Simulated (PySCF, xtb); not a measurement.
dimethyl telluride (C2H6Te), SMILES [Te](C)C.

GFN2-xTB (xtb) at its own geometry gives an orbital gap of 4.19 eV and a dipole moment of 1.15 D.

Geometry: B3LYP-D3(BJ)/def2-SVP. The def2 effective core potentials stand for the cores of Te; spin–orbit coupling is left out.

Question: What does PBE/def2-TZVPD in PySCF give? (Estimate from the structure and the level; the computed values follow.)

Answer: gap 3.22 eV (levels -4.68 and -1.45 eV), dipole 1.22 D.
